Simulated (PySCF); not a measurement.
Delta-SCF ions had no search for a lower state. Excitations are Tamm–Dancoff values on a coarser integration grid. The basis has no diffuse functions, so Rydberg states are missing or too high.

Cartesian coordinates (Å):
```xyz
8

O      1.3466    -0.2216    -0.7310
C      0.3596    -0.0985     0.2894
C     -0.8895     0.6662     0.0105
C     -0.9814    -0.6392    -0.0122
H      2.1361     0.2625    -0.4352
H      0.7883    -0.1584     1.2996
H     -1.3576     1.6317    -0.1530
H     -1.5731    -1.5271    -0.2120
```
Charge 0, multiplicity 1.

Give the total energy, S1–T1 gap (TDA), S1 oscillator strength, HOMO–LUMO gap, vertical ionisation energy (Delta-SCF), HOMO, dipole moment and LUMO at the level PySCF with PBE-D3(BJ)/def2-TZVP.


```json
{
 "total_energy": "-191.6938 Ha",
 "S1–T1 gap (TDA)": "0.40 eV",
 "S1 oscillator strength": "0.006",
 "HOMO–LUMO gap": "4.71 eV",
 "vertical ionisation energy (Delta-SCF)": "9.52 eV",
 "HOMO": "-5.81 eV",
 "dipole_moment": "1.40 D",
 "LUMO": "-1.11 eV"
}
```
